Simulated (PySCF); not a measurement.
C5H4F2O, SMILES C1=CC(=O)C(C1)(F)F. Atoms are numbered in the order given.

```xyz
12

O      2.0868    -0.2214     0.0000
C      0.9830     0.2516     0.0000
C      0.5688     1.6633     0.0000
C     -0.7723     1.7489     0.0000
C     -1.4682     0.4197     0.0000
C     -0.3262    -0.5895     0.0000
F     -0.3521    -1.3858    -1.0882
F     -0.3521    -1.3858     1.0882
H      1.2773     2.4921     0.0000
H     -1.3323     2.6877     0.0000
H     -2.1055     0.2858    -0.8883
H     -2.1055     0.2858     0.8883
```
Charge 0, spin multiplicity 1.

Coordinates come from a PBE0-D3(BJ)/def2-SVP optimisation. The structure was generated by enumeration, and PubChem lists no compound with its InChIKey, so it may never have been made. One conformer was computed; it need not be the lowest.

The numbers are results of ωB97X/def2-TZVP (PySCF), not measurements.

The molecule is in vacuum.

Computed frontier levels, gap, dipole moment:
```json
{
  "highest_occupied_level": "-10.06 eV",
  "lowest_empty_level": "0.05 eV",
  "orbital_gap": "10.11 eV",
  "dipole_moment": "5.02 D",
  "quadrupole, principal values (traceless, Buckingham form, about the centre of nuclear charge)": "-2.16, -1.50, 3.66 D·Å"
}
```
